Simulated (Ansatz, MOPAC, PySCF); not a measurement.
Complex: HBr (SMILES Br) (first 2 atoms) with H4OSi (SMILES O[SiH3]); geometry from B3LYP-D3(BJ)/def2-TZVP, rigid monomers moved along the line of their centres of mass till H2···O3 is 2.17 Å.
(charge 0, multiplicity 1):
```tsv
atom	x (Å)	y (Å)	z (Å)
Br	-0.6094	-1.1556	-0.0208
H	-0.1549	-0.4227	1.1354
O	0.4631	0.5919	2.9523
Si	-0.0418	0.2259	4.4970
H	1.1478	1.2539	2.8255
H	1.0869	-0.2815	5.3105
H	-1.0715	-0.8138	4.3251
H	-0.6088	1.4234	5.1585
```

Monomers are frozen at their geometry in the pair; levels with a basis set take the counterpoise correction. Rows marked so take none.

Rows in 6-31G* carry no dispersion term and start afresh at each structure (6-31G* with six Cartesian d functions); the Pople sets are all-electron and without relativity. The state reached by PM7 isn't checked; PM7 holds dispersion and hydrogen-bond terms.

Run with Ansatz (Gaussian basis) for Hartree–Fock, density functionals and correlated methods; MOPAC for PM7 (differences of heats of formation); PySCF for 6-31G* rows. Values without a source in brackets are computed.

Problem. One of these levels gives -112.9 meV for the interaction energy. Which one is it?
(A) HF/def2-TZVPPD
(B) M06-2X/6-31G* (no counterpoise)
(C) PM7
(D) B3LYP/6-31G* (no counterpoise)

Solution. A, HF/def2-TZVPPD. The others give -182.4 (PM7), -216.9 (B3LYP/6-31G* (no counterpoise)), -246.4 (M06-2X/6-31G* (no counterpoise))

Ansatz is a first-principles code.
